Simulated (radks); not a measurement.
Task: These are the eigenvalues of the occupied orbitals of an atom or ion with whole-number occupations (eV). Method: scalar-relativistic Kohn-Sham, SOGGA, spin-polarised, spherical densities, finite nucleus; Fermi nuclear charge, rms radius of each element as measured or else 0.836 A^(1/3) + 0.57 fm; computed with a radial shooting solver on a logarithmic mesh with Libxc functionals.

orbital  eigenvalue
1s down   -57371.68
1s up     -57371.68
2s up     -9666.448
2s down   -9666.404
2p up     -8555.733
2p down   -8555.701
3s up     -2192.484
3s down   -2191.125
3p up     -1854.501
3p down   -1853.146
3d up     -1430.657
3d down   -1429.616
4s up     -460.1721
4s down   -457.3779
4p up     -348.8453
4p down   -346.0966
4d up     -199.6033
4d down   -196.9082
5s up      -82.5148
5s down    -81.2309
5p up      -55.7519
5p down    -54.8202
4f up      -36.4635
4f down    -34.0494

Which element is it, and in what charge state? The configuration may be excited. Open shells, if any, are filled with parallel spins first.

Result: Z = 68, erbium, charge +3: Er3+ in [Xe] 4f11. The list shows which subshells hold electrons but not how many an open one holds; the 1s level, -2108.4 hartree, gives Z - s = 64.9 by -(Z - s)^2/2, which with screening and relativity narrows Z to a few neighbours, and the depths of the outer levels then fix element, charge and occupations together.
